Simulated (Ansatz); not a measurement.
Z-matrix (Å, degrees):
```
Si
N 1 1.716
N 1 1.722 2 115.8
H 1 1.485 2 106.0 3 -119.8
H 1 1.497 2 107.0 3 121.7
H 2 1.008 1 119.1 3 73.7
H 2 1.008 1 119.7 3 -67.4
C 3 1.267 1 123.3 2 119.6
N 8 1.351 3 123.6 1 -179.2
H 8 1.103 3 124.2 1 0.2
H 9 1.002 8 121.2 3 -174.8
H 9 1.006 8 118.8 3 -4.3
```

Total charge 0; spin multiplicity 1.

(1) List the ωB97M-V/def2-TZVPP orbital energies in eV (Ansatz 0.2.0). (Best estimate.)

Results:

(1) The calculation gave: Occupied: -1806.58, -395.24, -393.62, -393.23, -283.68, -147.56, -101.69, -101.68, -101.66, -29.29, -26.49, -25.95, -19.94, -18.46, -16.90, -15.88, -15.57, -14.28, -13.61, -12.56, -11.39, -9.99, -9.37, -9.11. Lowest empty: 2.36, 2.47, 2.84, 3.33, 3.74, 4.11, 4.33, 4.62.
